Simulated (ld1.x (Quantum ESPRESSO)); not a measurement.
praseodymium (Pr) PAW: all-electron and pseudo phase curves

Pr (Z = 59), PAW, made with ld1.x (Quantum ESPRESSO) 7.5 (PBEsol, scalar-relativistic). Core [Kr] 4d10, reference 4f2 5s2 5p6 5d1 6s2 6p0. Waves: 5s (bound): rcut 2.35, rcutus 2.55 bohr; 6s (bound): rcut 2.35, rcutus 2.55 bohr; 5p (bound): rcut 2.85, rcutus 3.50 bohr; 6p (bound, empty): rcut 2.85, rcutus 3.50 bohr; 5d (bound): rcut 3.30, rcutus 4.25 bohr; 5d channel at 1.35 Ry: rcut 3.30, rcutus 4.25 bohr; 4f (bound): rcut 1.05, rcutus 1.25 bohr; 4f channel at 1.85 Ry: rcut 1.05, rcutus 1.25 bohr. Local part: all-electron potential smoothed inside 3.65 bohr (lloc = -1). Core correction: Bessel-smoothed model core inside 1.15 bohr. Augmentation charge: BESSEL, radius 0.95 bohr.

The phase is arctan(r·u′/u) with u = r·R(r), unwrapped; energies in Ry, scanned from -5 to 5 Ry. A pole is an energy at which the radial function vanishes at the test radius. The pseudo phase is shifted by a multiple of π to meet the all-electron one at the reference energy, and phase errors are pseudo minus all-electron; the curves can meet again beyond the range given. Levels narrower than the energy grid can be missing from the lists of poles.

| channel | radius (bohr) | reference energy (Ry) | poles, all-electron | poles, pseudo | unbroken range about the reference energy with phases within 0.05 rad | phase error 1 Ry above the reference energy (rad) |
| --- | --- | --- | --- | --- | --- | --- |
| s | 4.61 | -0.28 | 0.20, 2.97 | 0.20, 2.92 | below 4.1 | -0.000 |
| p | 4.61 | -0.10 | -1.75, 0.75, 3.70 | -1.75, 0.73, 3.22 | below 1.4 | -0.008 |
| d | 4.61 | -0.22 | -0.10, 1.82 | -0.10, 1.79, 4.31 | below 0.5 | -0.067 |
| f | 4.61 | -0.46 | -0.45, 1.32, 3.56 | -0.45, 1.32, 3.65 | below 4.5 | +0.024 |

Phases in the s channel:

| E (Ry) | all-electron | pseudo |
| --- | --- | --- |
| -5.00 | 1.470 | 1.470 |
| -4.48 | 1.463 | 1.463 |
| -3.96 | 1.455 | 1.455 |
| -3.44 | 1.446 | 1.446 |
| -2.92 | 1.434 | 1.434 |
| -2.40 | 1.416 | 1.416 |
| -1.88 | 1.389 | 1.389 |
| -1.36 | 1.341 | 1.341 |
| -0.84 | 1.209 | 1.209 |
| -0.32 | -0.516 | -0.515 |
| 0.20 | -1.570 | -1.570 |
| 0.72 | -1.751 | -1.752 |
| 1.24 | -2.257 | -2.266 |
| 1.76 | -4.359 | -4.368 |
| 2.28 | -4.611 | -4.615 |
| 2.80 | -4.693 | -4.698 |
| 3.32 | -4.748 | -4.756 |
| 3.84 | -4.809 | -4.831 |
| 4.36 | -4.937 | -5.077 |
| 4.88 | -6.190 | -7.449 |
